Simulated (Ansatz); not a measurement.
Input for Ansatz (a quantum-chemistry and plane-wave program): U-CCSD(T)/def2-TZVPP on FHSn (SMILES [F][SnH]), a point of a bond scan (R = 1.765 Å). Elements past Kr take the def2 small-core potentials; no spin–orbit coupling. The run froze 10 orbitals, filled d shells among them.

Ansatz 0.2 input:
```yaml
crystal:
  periodic: [false, false, false]
  atoms:
    - {symbol: Sn, position_ang: [-0.09096150, -0.17370643, 0.21890608]}
    - {symbol: H, position_ang: [-1.03509234, -1.08911628, -1.00040016]}
    - {symbol: F, position_ang: [0.54922060, 0.96007314, -0.97259977]}
basis:
  gaussian:
    orbitals: def2-TZVPP
correlation: {method: ccsd_t, electrons: outside_noble_gas}
scf: {omitted_lower_state_checks: [cluster_reference]}
magnetization: {spin_polarized: true, initial_magnetization: 0}
```

### Question
Predict the final total energy.

### Answer
-313.7830 hartree (reference determinant -313.4221, T1 diagnostic 0.014).

### Question
How many basis functions does it have, and what does it roughly cost on one machine?

### Answer
95 functions; roughly 11 core-seconds.
